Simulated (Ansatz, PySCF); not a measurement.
Molecule: C₂H₂N, charge 0, multiplicity 2. It need not be the lowest isomer of its formula. SMILES: [C-]#[N+][CH2]
Geometry: optimised at B3LYP-D3(BJ)/def2-TZVP (Ansatz, a program for electronic structure).

Property: atomisation energy (electronic, to ground-state atoms), in eV. Cores are frozen in the correlated levels unless marked. UHF or UKS for open shells. Spin-orbit coupling is left out. Non-relativistic unless marked X2C. The coupled-cluster limit lacks core correlation, which all-electron functionals hold. Basis-set limits of correlation are two-point, X^-3; Hartree-Fock from the larger set. The bracket is a focal-point correction in the basis named.

```
level                                                                 program  atomisation energy (eV)
-------------------------------------------------------------  --------------  -----------------------
BLYP-D4/def2-TZVPD                                             Ansatz + dftd4                    21.75
PBE0/def2-SVP                                                          Ansatz                    21.72
TPSSh-D4/def2-TZVPD                                             PySCF + dftd4                    21.36
r2SCANh/def2-TZVPD                                                     Ansatz                    21.11
B2GP-PLYP/def2-TZVPD                                                   Ansatz                    20.96
SCS-MP2/STO-3G                                                         Ansatz                    18.44
SCS-MP2/6-31G*                                                         Ansatz                    19.27
CCSD(T)/aug-cc-pVTZ                                                    Ansatz                    20.52
X2C-CCSD(T)/cc-pVTZ-DK                                                 Ansatz                    20.38
RI-MP2/CBS(aug-cc-pVTZ,aug-cc-pVQZ)+[CCSD(T)-MP2]/aug-cc-pVTZ          Ansatz                    21.06
```
